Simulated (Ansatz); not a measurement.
**A reaction path, image by image**

GeH$_{4}$O, closed shell, from GeH₄O ([OH2][GeH2]) to a complex of GeH₂O ([OH][GeH]) + H₂; PBE0-D4/def2-SVP (Ansatz 0.2.0). Settings:

```yaml
hamiltonian: {xc: pbe0, dispersion: d4}
neb:
  images: 5
  climbing: true
  max_iterations: 40
  initial_path: idpp
```

First end:

```xyz
6
angstrom
Ge -0.1565 0.6802 1.1431
H -0.0064 -0.6984 -1.1298
O 0.1424 -1.0393 -0.2418
H 0.5383 1.5675 0.0004
H -1.5771 0.8203 0.4333
H 1.0592 -1.3303 -0.2052
```

Second end:

```
atom    x (Å)    y (Å)    z (Å)
 Ge1  -0.2455   0.3353   0.9876
  H2  -0.0332   1.0255  -1.5404
  O3   0.2307  -1.3559   0.6271
  H4   0.5829   1.3621  -1.2684
  H5  -1.6161   0.2031   0.1745
  H6   1.0812  -1.5702   1.0195
```

The ends were relaxed with PBE0-D4 in triple zeta, so they are not quite minima here (largest force components 0.22 and 0.38 eV/Å).

Energies along the converged band: It took 18 iterations. Path lengths are measured after rigid turns and shifts between images are taken out.
```csv
image,path length (Å),energy (eV)
0,0.00,0.000
1,0.53,0.017
2,1.06,0.227
3 (climbing),1.60,1.009
4,2.32,0.319
5,3.04,0.151
6,3.76,0.135
```
The barrier is narrow on this path: one image carries it, so the band shows its height but not its shape.
Energies count from the first end.

The images between the ends:
Image 1:
```xyz
6
angstrom
Ge -0.1506 0.7235 1.0736
H 0.3402 -0.5389 -1.0883
O 0.1307 -1.0183 -0.2757
H 0.3873 1.5260 -0.2150
H -1.6479 0.7916 0.5361
H 0.9403 -1.4840 -0.0307
```

Image 2:
```xyz
6
angstrom
Ge -0.1806 0.7542 0.9831
H 0.3927 -0.2661 -0.7862
O 0.1399 -1.0398 -0.2143
H 0.3596 1.2620 -0.5026
H -1.6721 0.7454 0.4397
H 0.9605 -1.4557 0.0804
```

Image 3:
```xyz
6
angstrom
Ge -0.2035 0.6606 0.9257
H 0.3756 0.0825 -0.7379
O 0.1451 -1.0615 -0.0132
H 0.3711 1.0404 -0.7985
H -1.6790 0.6980 0.3388
H 0.9908 -1.4199 0.2851
```

Image 4:
```xyz
6
angstrom
Ge -0.2591 0.4835 1.0102
H 0.4348 0.3814 -1.0624
O 0.0949 -1.1637 0.3247
H 0.4251 1.1486 -1.1257
H -1.6868 0.5838 0.2971
H 0.9911 -1.4337 0.5560
```

Image 5:
```xyz
6
angstrom
Ge -0.3193 0.3771 1.1071
H 0.4517 0.6373 -1.4357
O 0.1262 -1.2621 0.5239
H 0.4656 1.3984 -1.3894
H -1.7164 0.3677 0.3311
H 0.9922 -1.5183 0.8630
```

The band counts as converged below 0.05 eV/Å. Hardware: 2 CPU threads of an Arm Neoverse V2, shared host. Wall time about 98 s.
